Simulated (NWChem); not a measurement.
Molecule: C2H6OSi2; SMILES C1=C[SiH2]O[SiH2]1

```xyz
11

C      0.6747     0.0000     1.3781
C     -0.6747     0.0000     1.3781
Si    -1.4163     0.0000    -0.3510
O      0.0000     0.0000    -1.2496
Si     1.4163     0.0000    -0.3510
H      1.2420     0.0000     2.3179
H     -1.2420     0.0000     2.3179
H     -2.2375    -1.2120    -0.6433
H     -2.2375     1.2120    -0.6433
H      2.2375    -1.2120    -0.6433
H      2.2375     1.2120    -0.6433
```
Atoms are numbered in this order, from 1.

Results from NWChem. Pople sets run with spherical d functions. Structure relaxed at the PBE0/def2-SVP level. Vzz is the largest principal value of the second derivative of the potential at the nucleus (NWChem prints the opposite sign); η is the asymmetry. Non-relativistic.

```json
[
 {"level": "PBE0/def2-SVP", "Vzz O4 (a.u.)": "0.907", "η O4": "0.50"},
 {"level": "PBE0/6-31G*", "Vzz O4 (a.u.)": "[?]", "η O4": "[?]"},
 {"level": "CAM-B3LYP/def2-TZVP", "Vzz O4 (a.u.)": "0.869", "η O4": "0.44"}
]
```

### Question
Complete the blanks.

### Answer

- PBE0/6-31G*, Vzz O4 (a.u.): 0.881
- PBE0/6-31G*, η O4: 0.54
